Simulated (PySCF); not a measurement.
C₂H₆BF₃O, neutral, multiplicity 1.

```xyz
13

B     -0.8414    -0.0218     0.0000
F     -0.8174    -1.3869     0.0000
F     -1.2746     0.5494     1.1538
F     -1.2746     0.5494    -1.1538
C      1.5024     0.0122     1.2030
O      0.8130     0.3698     0.0000
C      1.5024     0.0122    -1.2030
H      1.6275    -1.0810     1.2538
H      0.8795     0.3622     2.0328
H      2.4793     0.5171     1.2138
H      2.4793     0.5171    -1.2138
H      1.6275    -1.0810    -1.2538
H      0.8795     0.3622    -2.0328
```
Charge 0, spin multiplicity 1.

Geometry optimised at ωB97X-D3(BJ)/def2-SVP. The isomer is the one that the SMILES or the coordinates give; other isomers of the formula were not compared. The values are those of a single conformer.

Computed with PySCF with PBE0/pcSseg-1. Non-relativistic, no solvent.

Computed absolute GIAO shielding of each atom: isotropic value and principal components (ppm):
```tsv
atom	σ(iso)	σ11	σ22	σ33	span
B1	100.1	88.3	104.4	107.5	19.2
F2	344.9	295.8	345.2	393.9	98.1
F3	340.3	283.1	345.1	392.6	109.5
F4	340.3	283.1	345.1	392.6	109.5
C5	122.9	92.2	93.3	183.2	91.0
O6	292.3	255.7	275.6	345.5	89.9
C7	122.9	92.2	93.3	183.2	91.0
H8	27.9	24.3	26.0	33.6	9.4
H9	26.9	22.0	26.3	32.4	10.4
H10	28.1	24.4	25.6	34.3	9.9
H11	28.1	24.4	25.6	34.3	9.9
H12	27.9	24.3	26.0	33.6	9.4
H13	26.9	22.0	26.3	32.4	10.4
```
